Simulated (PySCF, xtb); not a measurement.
C2H6STe, SMILES CS[Te]C. The values are those of a single conformer.

Harmonic wavenumbers (cm⁻¹) from GFN2-xTB in xtb at its own minimum, in rising order: 61, 84, 121, 152, 182, 364, 526, 708, 808, 839, 941, 943, 1280, 1316, 1447, 1453, 1456, 1459, 3031, 3038, 3043, 3057, 3060, 3077.

Q: What does PBE-D3(BJ)/def2-SVP (PySCF) give at its own minimum? (The exact figures need the calculation; the answer reports its results.)

A: 70, 77, 126, 162, 187, 343, 494, 677, 787, 799, 922, 924, 1177, 1271, 1371, 1382, 1387, 1399, 2971, 2992, 3078, 3094, 3111, 3132. Paired by order, the mean absolute difference is 39 cm⁻¹ and the zero-point energies are 46.4 and 45.7 kcal/mol.
